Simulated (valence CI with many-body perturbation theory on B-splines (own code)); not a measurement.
## Ir LXXI: what each term of the Hamiltonian does

Calculated by configuration interaction combined with many-body perturbation theory (CI+MBPT): five valence electrons over a frozen Dirac-Fock core [He], a basis of 9 s, 9 p, 8 d, 6 f, 3 g, 1 h functions for each j, with the one-electron correlation potential Σ1 (screened to all orders), the two-electron term Σ2, the three-electron term Σ3, Breit, model QED; selected single and double excitations, second order for the rest (own B-spline code, finite nucleus).

No measured spectrum was set against this ion. As an estimate, large intervals hold to a few tenths of a per cent, small ones and those within an open d or f shell to about a per cent. Among the levels kept, up to 1200 cm⁻¹ of a level comes from second order outside the variational space, and about a tenth of that is noise between levels of different J, which matters for small intervals.

Each rung adds one term. CI alone is the Dirac-Coulomb CI over the frozen core; QED comes last and gives the full result, which names the levels. Energies are above (2s^2 2p1/2^2 2p3/2) J=3/2 on the same rung, in Ry.

Levels are named by their leading jj configuration (3d3/2^4 stands for four electrons in 3d with j = 3/2), which in mixed levels can hold well under half, so a name can repeat and another be missing. Letters in brackets count levels of one name in rising energy.

| Level | CI alone | Σ1 | Σ2 | Σ3 | Breit | QED | Full |
| --- | --- | --- | --- | --- | --- | --- | --- |
| (2s^2 2p1/2 2p3/2^2) J=3/2 | 124.36 | +0.018 | -0.001 | -0.002 | -1.616 | +0.151 | 122.91 |
| (2s^2 2p1/2 2p3/2^2) J=5/2 | 126.90 | +0.018 | +0.002 | -0.005 | -2.458 | +0.151 | 124.60 |
| (2s^2 2p1/2 2p3/2^2) J=1/2 | 129.98 | +0.018 | +0.010 | -0.008 | -1.389 | +0.149 | 128.76 |
| (2s 2p1/2^2 2p3/2^2) J=5/2 | 152.16 | -0.009 | -0.022 | -0.010 | -0.696 | -1.378 | 150.05 |
| (2s 2p1/2^2 2p3/2^2) J=1/2 | 159.57 | -0.009 | -0.021 | -0.016 | +0.172 | -1.381 | 158.31 |
| (2s 2p1/2^2 2p3/2^2) J=3/2 | 160.23 | -0.009 | -0.038 | -0.021 | -0.375 | -1.383 | 158.40 |
| (2s^2 2p3/2^3) J=3/2 | 254.88 | +0.036 | +0.008 | -0.010 | -3.244 | +0.284 | 251.96 |
| (2s 2p1/2 2p3/2^3) J=3/2 [a] | 278.20 | +0.010 | -0.013 | -0.012 | -1.825 | -1.231 | 275.13 |
| (2s 2p1/2 2p3/2^3) J=5/2 | 282.17 | +0.010 | -0.019 | -0.016 | -2.696 | -1.232 | 278.22 |
| (2s 2p1/2 2p3/2^3) J=1/2 | 286.46 | +0.010 | -0.028 | -0.023 | -1.790 | -1.237 | 283.39 |
| (2s 2p1/2 2p3/2^3) J=3/2 [b] | 287.49 | +0.010 | -0.028 | -0.023 | -2.266 | -1.237 | 283.95 |
| (2p1/2^2 2p3/2^3) J=3/2 | 317.29 | -0.017 | -0.062 | -0.031 | -0.542 | -2.745 | 313.89 |
| (2s 2p3/2^4) J=1/2 | 412.15 | +0.028 | -0.011 | -0.021 | -3.309 | -1.087 | 407.75 |
| (2p1/2 2p3/2^4) J=1/2 | 444.02 | +0.001 | -0.046 | -0.030 | -2.185 | -2.619 | 439.14 |
| (2s^2 2p1/2^2 3s) J=1/2 | 701.72 | +0.019 | +0.013 | -0.014 | -0.716 | +0.247 | 701.27 |
| (2s^2 2p1/2^2 3p1/2) J=1/2 | 709.97 | +0.013 | +0.010 | -0.014 | -0.266 | -0.197 | 709.51 |
| (2s^2 2p1/2^2 3p3/2) J=3/2 | 747.90 | +0.017 | +0.003 | -0.014 | -0.802 | -0.151 | 746.95 |
| (2s^2 2p1/2^2 3d3/2) J=3/2 | 754.95 | +0.020 | +0.008 | -0.013 | -0.836 | -0.216 | 753.91 |
| (2s^2 2p1/2^2 3d5/2) J=5/2 | 765.41 | +0.021 | +0.010 | -0.013 | -1.123 | -0.193 | 764.11 |
| (2s^2 2p1/2 2p3/2 3s) J=3/2 [a] | 827.58 | +0.037 | +0.006 | -0.015 | -2.526 | +0.396 | 825.48 |
| (2s^2 2p1/2 2p3/2 3s) J=1/2 | 828.38 | +0.037 | +0.008 | -0.015 | -2.534 | +0.398 | 826.28 |
| (2s^2 2p1/2 2p3/2 3s) J=5/2 | 829.75 | +0.037 | +0.009 | -0.017 | -3.255 | +0.398 | 826.92 |
| (2s^2 2p1/2 2p3/2 3s) J=3/2 [b] | 830.18 | +0.037 | +0.007 | -0.017 | -3.143 | +0.397 | 827.46 |
| (2s^2 2p1/2 2p3/2 3p1/2) J=1/2 | 835.69 | +0.032 | +0.006 | -0.015 | -2.059 | -0.046 | 833.61 |
| (2s^2 2p1/2 2p3/2 3p1/2) J=3/2 [a] | 836.40 | +0.032 | +0.001 | -0.015 | -2.303 | -0.046 | 834.07 |
| (2s^2 2p1/2 2p3/2 3p1/2) J=5/2 | 837.99 | +0.032 | +0.005 | -0.017 | -2.925 | -0.046 | 835.04 |
| (2s^2 2p1/2 2p3/2 3p1/2) J=3/2 [b] | 840.85 | +0.032 | -0.001 | -0.017 | -2.431 | -0.050 | 838.39 |
| (2s 2p1/2^2 2p3/2 3s) J=5/2 | 852.05 | +0.011 | -0.007 | -0.019 | -1.500 | -1.132 | 849.40 |
| (2s 2p1/2^2 2p3/2 3s) J=3/2 [a] | 854.22 | +0.011 | -0.012 | -0.019 | -1.388 | -1.135 | 851.68 |
| (2s 2p1/2^2 2p3/2 3s) J=1/2 | 859.24 | +0.011 | -0.018 | -0.025 | -1.202 | -1.132 | 856.87 |
| (2s 2p1/2^2 2p3/2 3s) J=3/2 [b] | 859.95 | +0.011 | -0.021 | -0.025 | -1.167 | -1.142 | 857.61 |

The middle columns are the shifts that each term adds.

Q: How does the ionisation energy move along the ladder, and which term matters most?

A: CI alone 18143, + Σ1 18143, + Σ2 18144, + Σ3 18143, + Breit 18128, + QED 18125 eV. The largest step is Breit, -16 eV. NIST lists 18120 ± 60 eV (theoretical).
